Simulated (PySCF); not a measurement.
A side-by-side comparison of computed properties.

First species: C5H16N2Si.
SMILES: `CN[C@@](C)(CN)[SiH2]C`

Second species: C₄H₁₃FSi₄.
Cartesian coordinates in Å at the GFN2-xTB level; atoms count from 1:
```xyz
22
C4H13FSi4 angstrom
C      3.2579   -0.2211    0.5125
C      2.4930    1.0536    0.4330
C      1.3102    1.2091   -0.1485
Si     0.2928   -0.1435   -0.9769
C     -1.3288    0.6881   -1.5789
Si    -2.6798    0.9443   -0.2454
Si    -2.6275   -1.0167    1.0128
Si    -0.4737   -1.7655    0.5139
F      0.4472   -1.7184    1.8597
H      3.3684   -0.5180    1.5555
H      2.7556   -1.0199   -0.0257
H      4.2579   -0.0865    0.1008
H      2.9818    1.8979    0.9098
H      0.8620    2.1957   -0.1163
H      1.0182   -0.6282   -2.1720
H     -1.7509    0.0594   -2.3646
H     -1.0997    1.6384   -2.0588
H     -2.3369    2.1517    0.5230
H     -3.9454    1.2597   -0.9248
H     -3.6599   -1.9819    0.6005
H     -2.9022   -0.8110    2.4414
H     -0.2506   -3.1678    0.1481
```

Levels: PBE0/pcSseg-1 for HOMO energy, LUMO energy and HOMO–LUMO gap. Geometries: GFN2-xTB. Each structure is a single optimised conformer of the isolated species, non-relativistic unless stated. Electronic properties by PySCF.

Dipoles, sizes and rotational constants follow the conformer. The torsions of the flexible species, by atom-mapped SMILES:
- `[CH3:1][NH:2][C@@:3]([CH3:4])([CH2:5][NH2:6])[SiH2:7][CH3:8]`: C1–N2–C3–C4 -48°, N2–C3–C5–N6 73°, N2–C3–Si7–C8 -163°, H–N6–C5–C3 -63°, H–N6–C5–C3 178°

The conformers of `C/C=C\[Si@@H]1C[SiH2][SiH2][Si@@H]1F` aren't listed.

```json
{"property": "HOMO energy", "column X": "-7.23 eV", "column Y": "-6.29 eV"}
{"property": "LUMO energy", "column X": "-1.54 eV", "column Y": "1.21 eV"}
{"property": "HOMO–LUMO gap", "column X": "5.69 eV", "column Y": "7.50 eV"}
```

(1) Which column belongs to which species?

(2) How does each property change from the first species to the second?

Answers

(1) Column X is the second species and column Y the first. The first has 24 atoms and 74 electrons, the second 22 and 102.

(2) HOMO energy -0.94 eV; LUMO energy -2.75 eV; HOMO–LUMO gap -1.81 eV.

